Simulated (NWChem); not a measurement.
# GeNH$_{5}$; SMILES [NH2][GeH3]

```xyz
7

Ge    -0.0066    -0.3631     0.0000
N     -0.0703     1.4970     0.0000
H     -0.7547    -0.8294    -1.2748
H     -0.7547    -0.8294     1.2748
H      1.4243    -0.9965     0.0000
H      0.3936     1.8984    -0.8245
H      0.3936     1.8984     0.8245
```
Atoms are numbered in this order, from 1.

Results from NWChem. The geometry was optimised at PBE-D3(BJ)/def2-SVP.

### Question
Estimate the computed values for B97-D/def2-TZVP. Quantities: highest occupied level (eV); orbital gap (eV); dipole (D).

### Answer
```json
{
  "highest occupied level (eV)": "-5.98",
  "orbital gap (eV)": "5.62",
  "dipole (D)": "1.22"
}
```
